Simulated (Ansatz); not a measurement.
A run for Ansatz (an electronic-structure program): R-BHLYP/def2-TZVPP on BClF2 (SMILES FB(F)Cl).

Ansatz 0.2 input:
```yaml
crystal:
  periodic: [false, false, false]
  atoms:
    - {symbol: B, position_ang: [-0.06126930, -0.08220198, 0.01264194]}
    - {symbol: Cl, position_ang: [0.97536411, 1.30864329, -0.20123646]}
    - {symbol: F, position_ang: [-0.00592542, -0.79205755, 1.11783924]}
    - {symbol: F, position_ang: [-0.90816939, -0.43438376, -0.92924472]}
basis:
  gaussian:
    orbitals: def2-TZVPP
hamiltonian:
  xc: {name: BHLYP}
scf: {lower_state_search: off}
```

Task: Predict the final total energy.

Result: -684.9337 hartree.
